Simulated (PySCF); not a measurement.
System: sum formula Si2NH7F, charge 1, multiplicity 1. It need not be the lowest isomer of its formula. 
Coordinates optimised at B3LYP-D3(BJ)/def2-TZVP (Ansatz):
SMILES: F[SiH2][NH2+][SiH3]
```xyz
11

Si     1.1302    -0.8277    -0.1309
F      1.5153     0.3979     0.7900
N     -0.4475    -0.2185    -0.9099
Si    -1.6074     0.7474     0.2395
H      0.7231    -1.9989     0.6456
H      2.0853    -1.0181    -1.2226
H     -0.2296     0.3707    -1.7183
H     -2.8847     0.7366    -0.4842
H     -0.9636     2.0592     0.3479
H     -1.5928    -0.0603     1.4653
H     -0.9618    -1.0166    -1.2938
```
Charge +1, spin multiplicity 1.

Dispersion corrections to the total energy (kcal/mol) from the dftd3 and dftd4 libraries through PySCF: D3(BJ) without and D4 with the three-body term, each with the damping fitted for the functional named.

```tsv
functional	D3(BJ)	D4
PBE0	-4.88	-3.86
PW6B95	-3.04	-3.90
HSE06	…	-3.60
BP86	-9.25	…
PBE	-5.53	-4.59
revPBE	…	-13.77
TPSS	-7.06	-6.20
```

Q: Some entries are withheld; supply them.

A: 
- HSE06, D3(BJ): -3.82
- BP86, D4: -6.18
- revPBE, D3(BJ): -13.65
